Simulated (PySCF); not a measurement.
# PtSF2: breathing scan

Computed with UPBE0 in PySCF with Pt def2-SVP with ECP60, S def2-SVP, F def2-SVP; scalar-relativistic core potentials, no spin–orbit coupling; density-fitted integrals.

Rigid scan from the triplet minimum (Pt–F 1.899 Å (×2), Pt–S 2.085 Å; F–Pt–F 158.9°, F–Pt–S 100.5° (×2)). Coordinate: all bonds to the central atom scaled together. Energies in kJ/mol from the minimum.

```csv
scale of all bonds to the centre,E (kJ/mol),dipole size (D),⟨S²⟩
0.88,362.7,0.11,2.01
0.92,138.0,0.54,2.01
0.96,29.7,0.96,2.01
1.00,0.0,1.38,2.01
1.04,22.2,1.78,2.01
1.08,77.4,2.17,2.01
1.14,194.1,2.78,2.01
1.22,369.7,3.65,2.13
1.35,613.1,3.71,2.75
```

Spin contamination is strong at 1.35, so these points are less reliable.

Open d and f shells are described by one determinant, and the ground state may have another occupation or spin. With an element this heavy the missing spin–orbit coupling can shift these numbers.

Other isomers or separated fragments may lie lower.

The scan took 59 s on 2 threads of a shared Arm Neoverse N1 host; the process peaked at 0.9 GiB.
